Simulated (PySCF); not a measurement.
# Relaxation of quintet PtO2

Method: UwB97X/[Pt def2-TZVP with ECP60, O def2-TZVP], scalar-relativistic core potentials, density fitting, no spin–orbit coupling, PySCF. A (50,194) grid was used.

A hand-made end-on start, of Cs symmetry, held to at least that symmetry:

Coordinates in bohr (charge 0 multiplicity 5):
```
Pt   -0.1668    0.0000   -0.6062
O    -0.1668    0.0000    3.0142
O     2.2006    0.0000    4.3748
```

Optimiser trace:
```tsv
step	E − E(last) (kJ/mol)	largest gradient (Eh/bohr)
0	178.98	0.07476
2	75.33	0.12294
4	32.49	0.02355
6	7.28	0.00510
8	2.01	0.00316
10	1.51	0.00432
12	1.47	0.00043
14	1.46	0.00131
16	1.36	0.00564
18	1.20	0.01003
20	0.58	0.00253
22	0.33	0.00819
24	0.12	0.00208
26	0.03	0.00019
28	0.00	0.00065
29	0.00	0.00004
```

It ends at C2v with O–O 1.194 Å (after a last refinement on a finer grid). The molecule has come apart into Pt + O₂. A frequency run shows a minimum.

Final geometry:
```xyz
3
charge 0 multiplicity 5, angstrom
Pt   -0.0988    0.0000   -0.5058
O    -0.0523    0.0000    2.8471
O     1.1198    0.0000    2.6181
```

Open d and f shells are described by one determinant, and the ground state may have another occupation or spin. At this level a singlet minimum of D∞h symmetry lies 214 kJ/mol below this structure. No spin–orbit coupling is included, which matters more the heavier the element.

The relaxation took 120 s on 2 threads of a shared Arm Neoverse V2 host, with 102 basis functions and 33 gradients; the process peaked at 0.65 GiB. Launch command: `OMP_NUM_THREADS=2 python axn.py task.json out`.
